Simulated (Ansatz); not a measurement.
`N[SiH](N)Cl` + HBr → `N[SiH](Cl)Br` + NH₃ at 298.15 K and 1 bar (ligand exchange at the Si–N bond).

Isolated molecules relaxed with PBE0-D4/def2-TZVP in Ansatz; ΔE leaves out vibrations. CCSD(T)/CBS adds triple-zeta CCSD(T) − MP2 to the extrapolated MP2 energy (def2 sets, frozen cores). This one scheme is used for every species. For Br outer-core shells are correlated without core-valence functions, which leaves a few kJ/mol of doubt a bond. Scalar relativity is left out up to krypton. One conformer a species, not always the lowest.

```json
{"species": "`N[SiH](N)Cl`", "CCSD(T)/CBS energy (Eh)": "-861.39897", "H − E (kJ/mol)": "185.7", "S (J/(mol·K))": "324.8"}
{"species": "HBr", "CCSD(T)/CBS energy (Eh)": "-2573.91920", "H − E (kJ/mol)": "24.6", "S (J/(mol·K))": "198.6"}
{"species": "`N[SiH](Cl)Br`", "CCSD(T)/CBS energy (Eh)": "-3378.82013", "H − E (kJ/mol)": "118.5", "S (J/(mol·K))": "340.7"}
{"species": "NH₃", "CCSD(T)/CBS energy (Eh)": "-56.50880", "H − E (kJ/mol)": "100.5", "S (J/(mol·K))": "192.4"}
```

H − E and S are ideal-gas, rigid-rotor, harmonic terms from PBE0-D4/def2-TZVP, for one conformer and one mirror image of each species. 1 Eh = 2625.50 kJ/mol, R = 8.31446 J/(mol·K).

**Question.** By hand: ΔE, ΔH, ΔS and ΔG.

**Answer.** ΔE = (-3378.82013) + (-56.50880) − (-861.39897) − (-2573.91920) = -0.01076 Eh = -28.3 kJ/mol. Δ(H − E) = 118.5 + 100.5 − 185.7 − 24.6 = 8.7, so ΔH = -19.6 kJ/mol. ΔS = 340.7 + 192.4 − 324.8 − 198.6 = 9.7 J/(mol·K). ΔG = -19.6 − 298.15 × (9.7)/1000 = -22.5 kJ/mol.

**Question.** By hand: the equilibrium constant, and the temperature at which ΔG would vanish if ΔH and ΔS stayed fixed.

**Answer.** log₁₀ K = −ΔG/(RT ln 10) = 3.9. ΔH and −TΔS have one sign here, so there is no such temperature.

The number of gas molecules stays the same, so ΔS is small and ΔH decides. A doubt of 5 kJ/mol in ΔE shifts log₁₀ K by 0.9 here. Other conformers and mirror images would add mixing entropy, several J/(mol·K) or more a flexible species. These are equilibria of isolated gas molecules and say nothing of rates. Largest T1 diagnostic: 0.009 (customary marks: 0.02 for closed shells, 0.045 for open ones).

ΔS is within the doubt of such terms, so its sign, and with it that verdict, could turn.
